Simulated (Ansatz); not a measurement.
System: sum formula SiHF2, net charge 0, doublet state. It need not be the lowest isomer of its formula. 
Geometry from a B3LYP-D3(BJ)/def2-TZVP (Ansatz, a program for electronic structure) optimisation:
SMILES: F[SiH]F
```xyz
4

Si    -0.0098     0.4860     0.0987
F      1.2817    -0.4565     0.1166
F     -1.2790    -0.4542    -0.1503
H      0.1137     1.3926    -1.0793
```
Charge 0, spin multiplicity 2.

Basis-set convergence of Hartree-Fock and CCSD(T) correlation energies (hartree) with Ansatz. Valence correlation only, unless marked. UHF or UKS for open shells. Spin-orbit coupling is left out. Non-relativistic.

| basis | functions | E(HF) | E(corr, CCSD(T)) |
|---|---|---|---|
| cc-pV(D+d)Z | 56 | -488.47433 | -0.47323 |
| cc-pV(T+d)Z | 113 | -488.57522 | -0.62725 |
| cc-pV(Q+d)Z | 204 | -488.59953 | -0.68255 |
| cc-pV(5+d)Z | 337 | -488.60481 | -0.70313 |

Extrapolating the two largest sets (X = 4 and 5) as X^-3: E(corr) = (125·(-0.70313) - 64·(-0.68255))/61 = -0.7247 Eh, an estimate of the basis-set limit. The largest set recovers 97.0 % of it, the smallest 65.3 %.
